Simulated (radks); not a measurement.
The silver ion Ag7+, configuration [Kr] 4d4 (the NIST ground configuration). All-electron calculation, scalar-relativistic Kohn-Sham, r2SCAN, spin-unpolarised, spherical densities, finite nucleus; meta-GGA in the generalised Kohn-Sham scheme; Fermi nuclear charge, rms radius 4.5454 fm. Program: a radial shooting solver on a logarithmic mesh with Libxc functionals.

Unscreened Slater integrals over Kohn-Sham orbitals (eV). Empty in this configuration: 5s.

| integral | value |
|---|---|
| F0(4d,4d) | 22.592 |
| F2(4d,4d) | 11.647 |
| F4(4d,4d) | 7.7914 |
| F0(4d,4p) | 24.062 |
| F2(4d,4p) | 12.386 |
| G1(4d,4p) | 15.726 |
| G3(4d,4p) | 9.7972 |
| F0(4d,4s) | 24.714 |
| G2(4d,4s) | 11.967 |
| F0(4d,3d) | 29.865 |
| F2(4d,3d) | 6.6111 |
| F4(4d,3d) | 3.0229 |
| G0(4d,3d) | 2.1605 |
| G2(4d,3d) | 2.5220 |
| G4(4d,3d) | 1.9241 |
| F0(4d,5s) | 15.367 |
| G2(4d,5s) | 2.2512 |
| F0(4p,4p) | 25.905 |
| F2(4p,4p) | 13.728 |
| F0(4p,4s) | 26.738 |
| G1(4p,4s) | 18.296 |
| F0(4p,3d) | 33.301 |
| F2(4p,3d) | 8.1748 |
| G1(4p,3d) | 2.6158 |
| G3(4p,3d) | 2.5602 |
| F0(4p,5s) | 15.759 |
| G1(4p,5s) | 1.4313 |
| F0(4s,4s) | 27.676 |
| F0(4s,3d) | 35.120 |
| G2(4s,3d) | 2.9145 |
| F0(4s,5s) | 15.928 |
| G0(4s,5s) | 0.99631 |
| F0(3d,3d) | 71.721 |
| F2(3d,3d) | 35.742 |
| F4(3d,3d) | 22.805 |
| F0(3d,5s) | 17.531 |
| G2(3d,5s) | 0.61856 |
| F0(5s,5s) | 12.922 |

Derived for the open shells (J is the average intra-shell exchange parameter used in DFT+U). 4d: Racah B = F2/49 - 5 F4/441 = 0.1494 eV, C = 35 F4/441 = 0.6184 eV, C/B = 4.14, F4/F2 = 0.669, J = (F2 + F4)/14 = 1.388 eV.
